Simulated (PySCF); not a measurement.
A ladder for the ionisation energy of Pt

Pt [Xe] 4f14 5d9 6s1 (3D) → Pt⁺ [Xe] 4f14 5d9 (2D). Scalar values calculated with PySCF 2.14 in x2c-TZVPPall (spin-free X2C; valence and next inner shell: [Kr] 4d10 4f14 frozen; valence: [Xe] 4f14 frozen). The spin-orbit shift comes from two-component X2C-1e calculations (generalised Hartree-Fock, GHF, and MP2 on its spinors, GMP2) in x2c-TZVPPall-2c: GMP2 gives 9.092 eV without and 9.075 eV with screened spin-orbit coupling, a shift of -0.016 eV (GHF: -0.027 eV). Sums use unrounded values; where a UHF row is shifted, it takes the GHF shift.

| method | scalar (eV) |
| --- | --- |
| UHF | 7.594 |
| MP2 (valence and next inner shell) | 9.086 |
| SCS-MP2 (valence and next inner shell) | 8.833 |
| CCSD (valence and next inner shell) | 8.769 |
| CCSD(T) (valence and next inner shell) | 8.851 |
| LDA | 9.760 |
| PBE | 9.396 |
| PBE0 | 9.090 |
| PBEsol | 9.454 |
| LC-wPBE | 8.767 |
| MN15 | 9.119 |
| MP2 (valence) | 8.900 |
| SCS-MP2 (valence) | 8.695 |
| CCSD (valence) | 8.681 |
| CCSD(T) (valence) | 8.749 |

(1) Form a composite estimate from CCSD(T) (valence and next inner shell) and the spin-orbit shift, and compare it with the reference, 8.959 eV (measured; NIST Atomic Spectra Database, ionization energies).

The errors of the correlated levels include the incompleteness of the basis and the frozen core, so a lower level can come closer by cancellation.

Answers

(1) 8.851 + (-0.016) = 8.835 eV, an error of -0.124 eV.
